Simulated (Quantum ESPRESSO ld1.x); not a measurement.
Results of a calculation; reference values are marked as such.
Question: These are the eigenvalues of the occupied orbitals of an atom or ion with whole-number occupations (hartree). Level of theory: Dirac Kohn-Sham, PBE, spin-unpolarised, spherical densities, point nucleus (ld1.x of Quantum ESPRESSO 7.5).

orbital  eigenvalue
1s1/2     -465.4828
2s1/2      -65.1057
2p1/2      -59.0364
2p3/2      -57.5006
3s1/2      -13.5078
3p1/2      -11.4170
3p3/2      -11.1863
3d3/2       -7.5821
3d5/2       -7.5439

Which element is it, and in what charge state? The configuration may be excited. Open shells, if any, fill j = l - 1/2 first.

Answer: Z = 34, selenium, charge +8: Se8+ in [Ar] 3d8. The list shows which subshells hold electrons but not how many an open one holds; the 1s level, -465.48 hartree, gives Z - s = 30.5 by -(Z - s)^2/2, which with screening and relativity narrows Z to a few neighbours, and the depths of the outer levels then fix element, charge and occupations together.
